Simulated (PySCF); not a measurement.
C2H10N2OSi, SMILES C[C@@H](N)[Si@H](N)O. Atoms are numbered in the order given.

```xyz
16

C     -1.4420    -1.5135    -0.6563
C     -1.0865    -0.0804    -0.2684
N     -1.5141     0.3222     1.0886
Si     0.7613     0.3888    -0.4247
N      1.7787    -0.9623    -0.0562
O      0.8638     1.6938     0.6097
H     -1.1405    -1.7346    -1.6939
H     -2.5277    -1.7014    -0.5741
H     -0.9168    -2.2399    -0.0132
H     -1.5993     0.6130    -0.9638
H     -1.2057    -0.3773     1.7682
H     -2.5340     0.3311     1.1554
H      1.1388     0.7757    -1.8132
H      2.7081    -0.9929    -0.4651
H      1.8122    -1.3329     0.8899
H      0.0145     1.7099     1.0997
```

Geometry optimised at r2SCAN-D4/def2-SVP. The structure was generated by enumeration; whether it is a known compound was not checked. The values are those of a single conformer.

Two levels are set side by side: PBE/pcSseg-1 (PySCF) and KT2/pcSseg-1 (PySCF). GIAO shifts against H2O (¹⁷O), NH3 (¹⁵N), TMS (²⁹Si), TMS (¹H), TMS (¹³C) at the same level; non-relativistic, no solvent, atoms listed together averaged. Differences are taken from unrounded values.

| quantity | KT2 | PBE | PBE minus KT2 |
|---|---|---|---|
| δ(¹³C) of C1 (ppm) | 26.8 | 26.8 | 0.0 |
| δ(¹³C) of C2 (ppm) | 43.7 | 43.4 | -0.3 |
| δ(¹⁵N) of N3 (ppm) | 56.7 | 59.1 | 2.5 |
| δ(²⁹Si) of Si4 (ppm) | -19.5 | -20.9 | -1.4 |
| δ(¹⁵N) of N5 (ppm) | 33.7 | 35.6 | 1.9 |
| δ(¹⁷O) of O6 (ppm) | 75.8 | 78.6 | 2.8 |
| δ(¹H) of H10 (ppm) | 2.38 | 2.37 | -0.01 |
| δ(¹H) of H13 (ppm) | 4.94 | 4.97 | 0.03 |
| δ(¹H) of H16 (ppm) | 5.12 | 5.19 | 0.07 |

Rough cost on one machine, each run with all the roots and properties that it gave: KT2 against PBE within a factor of 2.
